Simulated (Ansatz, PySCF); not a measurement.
Gas-phase reaction in SMILES: CCN(C)B(C)C + 2 B (BH3) + C (CH4) + 2 N (NH3) → 2 BC (CH5B) [methylborane] + BN (BNH4) + CC (C2H6) + 2 CN (CH5N) [methanamine]
Geometries: B3LYP-D3(BJ)/def2-TZVP minima from Ansatz (a quantum-chemistry and plane-wave program), one conformer each, not searched for the lowest. Frequencies are from Ansatz or PySCF.

Quantity: bond separation energy (0 K, with B3LYP-D3(BJ) harmonic zero-point energies), in eV. Valence correlation only, unless marked. No spin-orbit coupling. No relativistic terms. Basis-set limits of correlation are two-point, X^-3; Hartree-Fock from the larger set. The bracket is a focal-point correction in the basis named.

```csv
level,program,bond separation energy (eV)
r2SCAN-D3(BJ)/def2-TZVPD,Ansatz + dftd3,0.25
B3LYP-D3(BJ)/def2-TZVPD,Ansatz + dftd3,0.23
B3LYP-D4/def2-TZVPD,Ansatz + dftd4,0.26
PBE0/def2-QZVPP,Ansatz,[?]
r2SCANh-D4/def2-TZVPD,Ansatz + dftd4,0.25
CAM-B3LYP-D3(BJ)/def2-TZVPD,Ansatz + dftd3,0.21
CCSD/aug-cc-pVDZ,Ansatz,0.43
CCSD/cc-pVTZ,Ansatz,[?]
CCSD/cc-pwCVTZ,Ansatz,[?]
"RI-MP2/CBS(cc-pVTZ,cc-pVQZ)+[CCSD(T)-MP2]/cc-pVTZ",Ansatz,[?]
```

### Question
Some entries are withheld; supply them.

### Answer

- PBE0/def2-QZVPP, bond separation energy (eV): 0.06
- CCSD/cc-pVTZ, bond separation energy (eV): 0.33
- CCSD/cc-pwCVTZ, bond separation energy (eV): 0.32
- RI-MP2/CBS(cc-pVTZ,cc-pVQZ)+[CCSD(T)-MP2]/cc-pVTZ, bond separation energy (eV): 0.39
